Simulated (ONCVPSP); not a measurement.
An all-electron radial function and its pseudo partner (hydrogen)

Columns: radius, all-electron u(r) and pseudo u(r) of the 1s shell (level -6.35 eV) of hydrogen in the configuration 1s1; LDA (Perdew-Wang 92), scalar-relativistic, ONCV scheme, ONCVPSP 4.0.1.

| r (bohr) | all-electron | pseudo |
| --- | --- | --- |
| 0.050 | 0.0881 | 0.0702 |
| 0.100 | 0.1675 | 0.1392 |
| 0.150 | 0.2390 | 0.2061 |
| 0.200 | 0.3032 | 0.2703 |
| 0.250 | 0.3605 | 0.3312 |
| 0.300 | 0.4115 | 0.3882 |
| 0.350 | 0.4568 | 0.4409 |
| 0.400 | 0.4968 | 0.4883 |
| 0.450 | 0.5319 | 0.5302 |
| 0.500 | 0.5625 | 0.5664 |
| 0.550 | 0.5890 | 0.5973 |
| 0.600 | 0.6118 | 0.6234 |
| 0.650 | 0.6312 | 0.6449 |
| 0.700 | 0.6475 | 0.6618 |
| 0.750 | 0.6609 | 0.6741 |
| 0.800 | 0.6717 | 0.6821 |
| 0.850 | 0.6801 | 0.6865 |
| 0.900 | 0.6864 | 0.6891 |
| 0.950 | 0.6907 | 0.6913 |
| 1.000 | 0.6933 | 0.6933 |
| 1.050 | 0.6942 | 0.6943 |
| 1.100 | 0.6937 | 0.6937 |
| 1.150 | 0.6919 | 0.6919 |
| 1.200 | 0.6889 | 0.6889 |
| 1.250 | 0.6848 | 0.6848 |
| 1.300 | 0.6798 | 0.6798 |

Task: How many radial nodes do the two functions have?

Result: The all-electron 1s function has n − l − 1 = 0; the pseudo-wave has 0.

Task: At about which radius was the pseudo-wave matched?

Result: 1.00 bohr, where the columns begin to agree (steps of 0.05 bohr).

Task: Where does each function peak?

Result: Outermost all-electron maximum near 1.05 bohr, pseudo maximum near 1.05 bohr (to the table’s step).

Task: Is the pseudo-wave norm-conserving?

Result: Yes: the ONCV scheme keeps the norm inside the radius equal to the all-electron one, which fixes the energy derivative of the logarithmic derivative at the level.
